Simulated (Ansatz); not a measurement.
Calculated with Ansatz (gas phase, PBE0-D4/def2-TZVP geometries, no zero-point term in ΔE). CCSD(T)/CBS adds triple-zeta CCSD(T) − MP2 to the extrapolated MP2 energy (def2 sets, frozen cores). This one scheme is used for every species. DFT in def2-TZVPP. def2 core potentials past Kr. For W outer-core shells are correlated without core-valence functions, which leaves a few kJ/mol of doubt a bond.

`[CH3][W](=[O])(=[S])[Cl]` + H–F → `[O]=[W]([F])(=[S])[Cl]` + CH₄  (ligand exchange at a W–C bond)

CCSD(T)/CBS gives -114.1 kJ/mol.

Q: Another level gave -141.4 kJ/mol. Which?
A. r2SCAN0-D4/def2-TZVPP
B. r2SCAN/def2-TZVPP
C. PBE-QIDH/def2-TZVPP
D. CCSD/def2-TZVPP

A: B. r2SCAN -141.4, PBE-QIDH -119.6, r2SCAN0-D4 -129.1, CCSD/def2-TZVPP -115.4 kJ/mol.

Q: What do rigid-rotor, harmonic-oscillator terms from PBE0-D4/def2-TZVP frequencies (298.15 K, 1 bar) make of the CCSD(T)/CBS value? (Best estimate.)

A: Ansatz gave: ΔZPE = +5.5 kJ/mol, ΔH = -110.3 kJ/mol, ΔS = -6 J/(mol·K), ΔG = -108.4 kJ/mol.

Largest T1 diagnostic among the species: 0.023, so the coupled-cluster value is less sure than usual.

In def2-TZVPP, CCSD(T) changes the Hartree–Fock value by +18.5 kJ/mol (the triples alone add −1.0 kJ/mol) and MP2 by +22.0 kJ/mol. From BLYP to BHLYP (50 % exact exchange), in def2-TZVPP and without D4, ΔE moves by +14.1 kJ/mol.
